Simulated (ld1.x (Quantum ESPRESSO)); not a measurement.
**PBEsol PAW dataset for Ho, scalar-relativistic all-electron reference.**

ld1.x (Quantum ESPRESSO) 7.5 input, shortened:

```
&input
   title='Ho', zed=67., rel=1, dft='PBESOL', iswitch=3,
   config='[Xe] 4f11 5d0 6s1 6p1'
 /
 &inputp
   pseudotype=3, lpaw=.true., tm=.true., lloc=-1, rcloc=1.65,
   nlcc=.true., new_core_ps=.true., rcore=1.25,
   which_augfun='BESSEL', rmatch_augfun=1.25
 /
8
5S  1  0   2.00   0.00  1.65  1.85  0.0
6S  2  0   1.00   0.00  1.65  1.85  0.0
5P  2  1   6.00   0.00  2.60  3.10  0.0
6P  3  1   1.00   0.00  2.60  3.10  0.0
5D  3  2   0.00   0.00  2.85  3.25  0.0
5D  3  2   0.00   0.25  2.85  3.25  0.0
4F  4  3  11.00   0.00  1.35  1.50  0.0
4F  4  3   0.00   1.25  1.35  1.50  0.0
 &test
   configts(1)='4f11 5s2 5p6 5d0 6s1 6p1'
 /
```

(1) Is the overlap operator S = 1 + Σ q|β⟩⟨β| positive definite (Bessel basis up to 400 Ry)?

## Answers

(1) No: its lowest eigenvalue is -0.780, in the p channel, so the generalised eigenproblem breaks down once the basis is large enough.

Its largest configuration-test error is +30 meV (4f11 5s2 5p6 5d0 6s0 6p0). Test run stopped at test 4 of 7 (negative rho).

The ghost test of this file was not conclusive. Its overlap operator is not positive definite in a basis up to 400 Ry (lowest eigenvalue p -0.78), so the file is unfit for use: the generalised eigenproblem breaks down once the basis is large enough, and its test numbers describe a broken file.
